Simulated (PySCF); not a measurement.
PySCF was given this input:
```python
from pyscf import gto, scf, dft

mol = gto.M(
    atom='''
C     1.51403960   -0.61814695    0.97361016
Te    0.01637111    0.19648656   -0.35400888
C    -1.60205503   -0.43829160    0.92933228
H     1.38011691   -1.68745138    1.07645886
H     2.48866467   -0.41855255    0.54994310
H     1.44343271   -0.14926988    1.94678120
H    -1.59498997   -1.51573359    1.03418433
H    -2.53486000   -0.12860379    0.47856174
H    -1.50556944    0.02094119    1.90487761
''',
    basis='3-21g',
    verbose=4,
)

mf = dft.RKS(mol)
mf.xc = 'camb3lyp'
mf.kernel()
```

Task: What does this run give for the Mulliken (on the basis functions themselves) charges in atom order, HOMO energy, number of basis functions, nuclear repulsion energy, total energy?

Result: 
```json
{
  "Mulliken (on the basis functions themselves) charges in atom order": "C1 -0.90, Te2 0.47, C3 -0.90, H4 0.22, H5 0.22, H6 0.22, H7 0.22, H8 0.22, H9 0.22",
  "HOMO energy": "-6.70 eV",
  "number_of_basis_functions": "61",
  "nuclear_repulsion_energy": "245.7408 Eh",
  "total_energy": "-6664.921201 Ha"
}
```
